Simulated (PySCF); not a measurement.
SCF from a fresh guess for triplet MoS₂, at the PBE0 minimum. PySCF input:

```python
from pyscf import gto, scf, dft
mol = gto.M(atom='''
Mo     0.451640    -0.000000     0.000000
S     -0.691510     1.760020     0.000000
S     -0.691510    -1.760020    -0.000000''',
    basis={'Mo': 'def2-TZVP', 'S': 'def2-TZVP'},
    ecp={'Mo': 'def2-TZVP'},
    charge=0, spin=2)
mf = dft.UKS(mol, xc='PBE0')
mf.grids.atom_grid = (50, 194)
aux = {'Mo': 'def2-universal-JKFIT', 'S': 'def2-universal-JKFIT'}
mf = mf.density_fit(auxbasis=aux)
mf.conv_tol = 1e-08
mf.diis_space = 10
mf.max_cycle = 60
mf.init_guess = 'minao'
mf.verbose = 4
mf.kernel()
```

Excerpt of the output (cycles alone):

```
init E= -857.981636868436
cycle= 1 E= -864.168590778178  delta_E= -6.19  |g|= 0.58  |ddm|= 2.76
cycle= 2 E= -863.292488831783  delta_E= 0.876  |g|= 1.32  |ddm|= 1.44
cycle= 3 E= -864.238902590197  delta_E= -0.946  |g|= 0.474  |ddm|= 1.28
cycle= 4 E= -864.350108101016  delta_E= -0.111  |g|= 0.0549  |ddm|= 0.288
cycle= 5 E= -864.352664521174  delta_E= -0.00256  |g|= 0.0306  |ddm|= 0.0919
cycle= 6 E= -864.353371190802  delta_E= -0.000707  |g|= 0.014  |ddm|= 0.0345
cycle= 7 E= -864.35372898626  delta_E= -0.000358  |g|= 0.00567  |ddm|= 0.0301
cycle= 8 E= -864.353946689905  delta_E= -0.000218  |g|= 0.00314  |ddm|= 0.0386
cycle= 9 E= -864.353977121193  delta_E= -3.04e-05  |g|= 0.0021  |ddm|= 0.012
cycle= 10 E= -864.353987292626  delta_E= -1.02e-05  |g|= 0.000345  |ddm|= 0.00786
cycle= 11 E= -864.353988045997  delta_E= -7.53e-07  |g|= 0.000167  |ddm|= 0.00208
cycle= 12 E= -864.353988237066  delta_E= -1.91e-07  |g|= 9.39e-05  |ddm|= 0.00134
cycle= 13 E= -864.353988257198  delta_E= -2.01e-08  |g|= 2.7e-05  |ddm|= 0.000435
cycle= 14 E= -864.353988259795  delta_E= -2.6e-09  |g|= 1.57e-05  |ddm|= 0.00013
Extra cycle  E= -864.35398825954  delta_E= 2.56e-10  |g|= 3.97e-05  |ddm|= 5.11e-05
converged SCF energy = -864.35398825954  <S^2> = 2.0673542  2S+1 = 3.0445717
```

No lower solution of this spin was found from smeared starts or by a stability analysis within the unrestricted form.

Open d and f shells are described by one determinant, and the ground state may have another occupation or spin.

The search for the lowest solution, 3 starts and the stability check together, took 6.5 s on 4 threads of a shared AMD EPYC 9R45 96-Core (Zen 5) host, with 114 basis functions; the process peaked at 0.42 GiB. Launch command: `OMP_NUM_THREADS=4 python axn.py task.json out`.
